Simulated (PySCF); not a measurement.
AlHClBr, SMILES [Cl][AlH][Br]. The structure is a stationary point at PBE0-D3(BJ)/def2-TZVP.

TDDFT-B3LYP/def2-SVPD (PySCF) puts the lowest singlet excitations at 5.64, 6.11, 6.21, 6.45, 6.63, 7.05 eV.

What are the lowest excitation roots from PySCF with ADC(2)/aug-cc-pVDZ? (An estimate is asked for; the answer gives what the named calculation found.)

6.39, 6.78, 6.90, 7.15, 7.32, 7.82 eV. S1 differs by 0.74 eV (second minus first; roots are paired by order, and the bases may differ).
